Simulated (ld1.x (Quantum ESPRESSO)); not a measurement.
**Eu (Z = 63): excitation energies, all-electron against TM**

- Element: Eu (Z = 63)
- Generator: ld1.x (Quantum ESPRESSO) 7.5
- Type: norm-conserving Troullier–Martins (Kleinman–Bylander form)
- Functional: PW91
- Relativity: scalar-relativistic
- Frozen core: [Kr]
- Valence charge: 27
- Reference configuration: 4d10 4f7 5s2 5p6 5d0 6s1 6p0 (charge +1)
- Partial waves: 5s (bound): rc 2.20 bohr; 5p (bound): rc 1.85 bohr; 4d (bound): rc 0.95 bohr; 4f (bound): rc 0.90 bohr
- Local potential: all-electron potential smoothed inside 2.15 bohr (lloc = -1)
- Core correction: none

Occupied shells without a wave of their own: 6s. They enter only through the test configuration that unscreens the potential.

Energies are relative to the spin-unpolarised reference configuration 4d10 4f7 5s2 5p6 5d0 6s1 6p0; without spin polarisation the order of configurations can differ from experiment.

| valence configuration | charge | ΔE all-electron (eV) | error AE − PS (meV) |
| --- | --- | --- | --- |
| 4d10 4f7 5s2 5p6 5d0 6s0 6p0 | +2 | 11.272 | -53 |
| 4d10 4f6 5s2 5p6 5d0 6s0 6p0 | +3 | 35.768 | -252 |
| 4d10 4f7 5s2 5p6 5d1 6s0 6p0 | +1 | 1.554 | -1653 |
| 4d10 4f5 5s2 5p6 5d0 6s0 6p0 | +4 | 78.645 | -784 |
| 4d10 4f8 5s2 5p6 5d0 6s0 6p0 | +1 | 1.863 | -94 |

(1) What are ΔE and the potential's error for 4d10 4f7 5s2 5p6 5d1 6s1 6p0?

(2) What are ΔE and the potential's error for 4d10 4f7 5s2 5p6 5d0 6s2 6p0?

## Answers

(1) ΔE = -3.896 eV all-electron; the error (AE − PS) is -1020 meV.

(2) ΔE = -6.054 eV all-electron; the error (AE − PS) is +25 meV.

These tests converged, but a pseudo level misses the all-electron one widely, so the file describes the atom poorly there or has found another state: 4d10 4f7 5s2 5p6 5d0 6s0 6p0: empty 5d by 2.3 eV; 4d10 4f6 5s2 5p6 5d0 6s0 6p0: empty 5d by 3.8 eV; 4d10 4f5 5s2 5p6 5d0 6s0 6p0: empty 5d by 5.4 eV; 4d10 4f7 5s2 5p6 5d1 6s1 6p0: 4f by 1.4 eV. ld1.x printed “convergence not achieved” for 7 of the counted tests; their residual had stalled under 1e-8, short of the target of 1e-14. The 6s level has no wave, so the channel is fitted at the deeper level alone: the likely source of the large errors.
